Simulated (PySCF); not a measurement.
C5H7F3O.
Structure used (PBE0-D3(BJ)/def2-SVP), in Å, numbered top down from 1:
```xyz
16
C5H7F3O angstrom
C     -0.862   -1.322   -0.666
C     -0.231   -0.133    0.016
C     -1.219    1.024    0.125
F     -1.592    1.438   -1.092
F     -0.679    2.069    0.757
F     -2.318    0.673    0.790
C      1.162    0.321   -0.456
C      1.569    0.045    0.994
O      0.265   -0.445    1.317
H     -1.735   -1.665   -0.093
H     -1.185   -1.062   -1.685
H     -0.133   -2.142   -0.717
H      1.607   -0.347   -1.204
H      1.243    1.361   -0.798
H      2.345   -0.724    1.145
H      1.832    0.939    1.584
```

Definitions: NICS(0) = −σiso at the ring centroid; NICS(1) = −σiso and NICS(1)zz = −σzz at ±1 Å along the ring normal z. Level: GIAO PBE0/pcSseg-1 (PySCF, non-relativistic, gas phase) on the PBE0-D3(BJ)/def2-SVP geometry, one conformer.

Ring bond lengths (Å), with Mayer bond orders in brackets: C2–C7 1.539 (1.00), C7–C8 1.531 (1.04), C8–O9 1.430 (0.93), O9–C2 1.426 (0.93).

**Question.** Give the NICS values of each ring in ppm.

**Answer.** 
| ring | type | NICS(0) | NICS(1), two faces | NICS(1)zz, two faces | rms pucker (Å) | centre to ring atoms, mean (Å) |
| --- | --- | --- | --- | --- | --- | --- |
| C2–C7–C8–O9 | 4-membered ring with O; formal bonds all single | -1.2 | 0.9 / 1.1 | 3.3 / 0.8 | 0.02 | 1.05 |

**Question.** What can be read from them?

**Answer.** 
- C2–C7–C8–O9: mean NICS(1)zz 2.1 ppm, near zero. C2, C7, C8 have four or more neighbours, so the value isn't read as a sign of a π ring current.

**Question.** Give the inner angles of the rings and the Hirshfeld charges of the ring atoms.

**Answer.** 
- C2–C7–C8–O9: C2 91.7° (+0.058 e), C7 84.1° (-0.083 e), C8 91.9° (+0.006 e), O9 92.1° (-0.165 e); sum 359.8° against 360° for a flat convex ring.

**Question.** What are the shieldings of the ring atoms and their hydrogens in the same run (means over atoms taken as equivalent)?

**Answer.** 
```
atoms                 environment  σ isotropic (ppm)  principal values of the symmetric part, first atom (ppm)
   C2  sp3 carbon bound to oxygen              102.3                                         79.9, 93.3, 133.7
   C7   four-membered-ring carbon              154.9                                       140.4, 144.3, 180.0
   C8  sp3 carbon bound to oxygen              117.8                                         88.2, 98.3, 166.8
   O9         cyclic ether oxygen              287.8                                       234.9, 269.1, 359.3
  H13          methylene hydrogen              28.98                                          26.3, 27.3, 33.4
  H14          methylene hydrogen              28.68                                          25.3, 28.1, 32.7
  H15          methylene hydrogen              26.90                                          24.0, 24.2, 32.5
  H16          methylene hydrogen              26.68                                          23.9, 24.3, 31.8
```

**Question.** How do the values depend on the level or the medium?

**Answer.** 
```tsv
level	NICS(0), C2–C7–C8–O9	mean NICS(1)zz, C2–C7–C8–O9
PBE0/pcSseg-1, gas	-1.2	2.1
wB97X-D/pcSseg-1, gas	-1.3	1.8
```

The geometry is the same throughout.

The run took 29 s of wall time on one thread, Arm Neoverse V1 (aarch64), on a shared host, and the process peaked at 1.2 GiB of memory. This is the whole shielding run at PBE0/pcSseg-1, SCF included.
